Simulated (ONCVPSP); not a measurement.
**What one change does to a pseudopotential (Si, ONCV)**

silicon, optimised norm-conserving Vanderbilt (ONCV), made with ONCVPSP 4.0.1 (Wu-Cohen, scalar-relativistic). Core [Ne], reference 3s2 3p2. Waves: 3s: rc 1.70 bohr, ncon 4, nbas 7, qcut 4.4 1/bohr, 2 projectors, debl 0.7 Ha; 3p: rc 2.40 bohr, ncon 4, nbas 8, qcut 2.8 1/bohr, 2 projectors, debl 0.8 Ha. Local part: polynomial inside 1.60 bohr (lpopt 5, dvloc0 -1 Ha). Core correction: Teter function, fcfact 5.25, rcfact 1.45.

All-electron outer shells of the reference configuration (Wu-Cohen, scalar-relativistic, ld1.x):

```csv
shell,level (eV),outermost node (bohr),outermost maximum (bohr)
2s,-139.23,0.15,0.45
2p,-95.56,–,0.39
3s,-10.78,0.72,1.77
3p,-4.05,0.72,2.17
```

Change: core correction Teter function, fcfact 4, rcfact 1.1.

Cutoffs: the cutoffs (Ha) at which the residual kinetic energy of the hardest occupied pseudo-wave falls to 1 and 0.1 mHa per electron; they do not see the model core or the augmentation charge, which bear on the density cutoff. Errors are all-electron minus pseudo energies relative to the spin-unpolarised reference configuration.

Question: Predict the effect on cutoff, ghosts and configuration errors.

Answer: The potential gets neither clearly harder nor softer (8.0 Ha and 12 Ha → 8.0 Ha and 12 Ha); of the 4 tests that both files solve, the error grows in 0 and shrinks in 3 by more than 15 % and 0.3 meV (median size 7.3 → 3.6 meV); neither file shows a bound ghost. A model core, the more so a compact one, raises the density cutoff, which this test does not measure.

```tsv
quantity	base	changed
cutoff, loose	8.0 Ha	8.0 Ha
cutoff, tight	12 Ha	12 Ha
bound ghosts	none	none
GHOST(+) flags under 300 eV	s at 107.2 eV	s at 107.2 eV
error for 3s2 3p1, meV [ΔE 7.72 eV]	+0.5	-0.6
error for 3s2 3p0, meV [ΔE 23.71 eV]	+3.5	-0.4
error for 3s1 3p0, meV [ΔE 57.66 eV]	-65	+16
error for 3s0 3p4, meV [ΔE 13.76 eV]	-11	+6.6
s: phases at 1.73 bohr within 0.05 rad from the reference energy up to (Ha; the scan ends near 5)	2.9	2.9
p: phases at 2.44 bohr within 0.05 rad from the reference energy up to (Ha; the scan ends near 5)	2.0	2.0
rms error of d²Exc/dni dnj with the model core, mHa	1.63	0.94
```
